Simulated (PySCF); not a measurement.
**Question.** Give a GFN2-xTB geometry of `FC(C1([S-])CC1)=C(F)F`. (Charge -1.)

**Answer.** 
```
atom  x, y, z in Å
F1     3.2448   -0.7263    0.0379
C2     1.9457   -0.5682   -0.3045
F3     1.6585   -1.3880   -1.3279
C4     1.0801    0.2686    0.2701
F5     1.5432    0.9657    1.3456
C6    -0.2837    0.5731   -0.1882
S7    -0.1717    1.9721   -1.2761
C8    -1.2602   -0.5547   -0.3973
C9    -1.4308    0.3775    0.7685
H10   -1.9459   -0.4589   -1.2259
H11   -0.9318   -1.5682   -0.2073
H12   -1.2210    0.0068    1.7640
H13   -2.2314    1.1009    0.7235
```

Orientation and origin are arbitrary. Atoms count from 1 in this order. Of the pairs four or more bonds apart, F3···C8 is among the closest relative to their van der Waals radii: 3.17 Å, 100 % of the sum of Bondi's values. C4 (vinylic C–F carbon) is planar (angles 126.7°, 117.1° and 116.1°, sum 359.9°, 0.03 Å off the plane of its three neighbours). C2 (=CF2 carbon) is planar (angles 126.0°, 124.9° and 109.1°, sum 360.0°, 0.00 Å off the plane of its three neighbours). The 3-membered ring C6–C8–C9 has internal angles of 59.8° to 60.1°.

Bonds between heavy atoms (Å): F1–C2 1.353, C2–F3 1.342, C2=C4 1.334, C4–F5 1.363, C4–C6 1.471, C6–S7 1.776, C6–C8 1.506, C8–C9 1.502, C6–C9 1.506.

Structure optimised with GFN2-xTB, isolated species.

Point group: C1 (no symmetry element, even within 0.4 Å). No GFN2-xTB frequencies stand behind this structure, so it isn't proved a minimum. Torsions: C2–C4–C6–S7 -91°.

One conformer stands for the species.

These are computed values.
